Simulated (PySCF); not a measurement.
Isomers of C5H7NS2, one GFN2-xTB conformer each. Single-point energies are computed at PBE0/pcSseg-1 (PySCF, gas phase, no added dispersion term), electronic only.

| SMILES | GFN2-xTB relative energy (kcal/mol) |
| --- | --- |
| N#CC1SCCCS1 | 0.0 |
| N#C[C@@H]1CCSCS1 | 0.3 |

Conformers: `[N:1]#[C:2][CH:3]1[S:4][CH2:5][CH2:6][CH2:7][S:8]1` with C2–C3–S4–C5 -61°, C3–S4–C5–C6 -61°, S4–C5–C6–C7 70°, C5–C6–C7–S8 -70°; `[N:1]#[C:2][C@@H:3]1[CH2:4][CH2:5][S:6][CH2:7][S:8]1` with C2–C3–C4–C5 -54°, C3–C4–C5–S6 -70°, C4–C5–S6–C7 63°, C5–S6–C7–S8 -64°.

Question: What does PBE0/pcSseg-1 give for the same structures?

Answer: 
```tsv
SMILES	PBE0/pcSseg-1 E (Eh)	PBE0/pcSseg-1 (kcal/mol)	GFN2-xTB (kcal/mol)	point group
N#C[C@@H]1CCSCS1	-1045.21993	0.0	0.3	C1
N#CC1SCCCS1	-1045.21807	1.2	0.0	Cs
```

GFN2-xTB puts N#CC1SCCCS1 lowest instead. Neighbours under 2.5 kcal/mol apart (N#C[C@@H]1CCSCS1 and N#CC1SCCCS1) can change places with a better method, another conformer or zero-point energy.

Question: Which frontier levels, dipoles and rotational constants go with these structures?

Answer: 
```
          SMILES  HOMO (eV, PBE0/pcSseg-1)  LUMO (eV)  dipole (D)     A, B, C (MHz)
N#C[C@@H]1CCSCS1                     -6.72      -0.37        2.60  2033, 1325, 1101
     N#CC1SCCCS1                     -6.81      -0.52        3.13  1645, 1579, 1226
```
